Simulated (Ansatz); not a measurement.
Reaction (formal exchange of groups at the Al–O bond): `[OH][Al]([O][SiH3])[O][SiH3]` + CH₄ → `[CH3][Al]([OH])[O][SiH3]` + `O[SiH3]`

Gas-phase electronic energies from Ansatz, PBE0-D4/def2-TZVP geometries. CCSD(T)/CBS is the MP2 limit (def2-TZVPP, def2-QZVPP) plus CCSD(T) − MP2 in def2-TZVPP, frozen cores. This one scheme is used for every species. DFT in def2-TZVPP. Each species was taken in one conformer, which may not be the lowest.

CCSD(T)/CBS gives +157.3 kJ/mol.

(1) Another level gave +152.1 kJ/mol. Which?
A. ωB97M-V/def2-TZVPP
B. PBE/def2-TZVPP
C. CAM-B3LYP/def2-TZVPP
D. PBE0/def2-TZVPP

Largest T1 diagnostic among the species: 0.012.

Answers

(1) A. ωB97M-V 152.1, CAM-B3LYP 159.3, PBE 139.2, PBE0 146.2 kJ/mol.

From PBE to PBE0 (25 % exact exchange), in def2-TZVPP and without D4, ΔE moves by +7.0 kJ/mol. At CCSD(T), def2-SVP lies +10.7 kJ/mol from the extrapolated value and def2-TZVPP +1.6 kJ/mol. In def2-TZVPP, CCSD(T) changes the Hartree–Fock value by −17.6 kJ/mol (the triples alone add −2.8 kJ/mol) and MP2 by −15.8 kJ/mol.
